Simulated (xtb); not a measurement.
InI3, SMILES [I][In]([I])[I]. All values are semi-empirical tight-binding results from xtb (GFN2-xTB unless named), good for trends rather than for accurate numbers. The structure is a stationary point at GFN2-xTB. The isomer is the one that the SMILES or the coordinates give; other isomers of the formula were not compared.

Optimised geometry:

```xyz
4

In     0.0000     0.0000     0.0000
I      2.7019     0.0000     0.0000
I     -1.3510    -2.3399     0.0000
I     -1.3510     2.3399     0.0000
```
Charge 0, spin multiplicity 1.

For metal compounds this method's bond lengths and energies can be far off.

Q: Estimate the properties. (Estimate from the structure and the level; the computed values follow.)

A: 
```json
{
 "point_group_as_xtb_finds_it": "D3h",
 "orbital_gap": "2.60 eV",
 "zero_point_energy": "1.1 kcal/mol",
 "G − E(el) at 298.15 K (modified RRHO)": "-21.8 kcal/mol"
}
```

Q: Give the atomic charges and the Wiberg bond orders between heavy atoms. (An estimate is asked for; the answer gives what the named calculation found.)

A: charges (e) In1 0.16, I2 -0.05, I3 -0.05, I4 -0.05. Bond orders In1–I2 1.04, In1–I3 1.04, In1–I4 1.04.
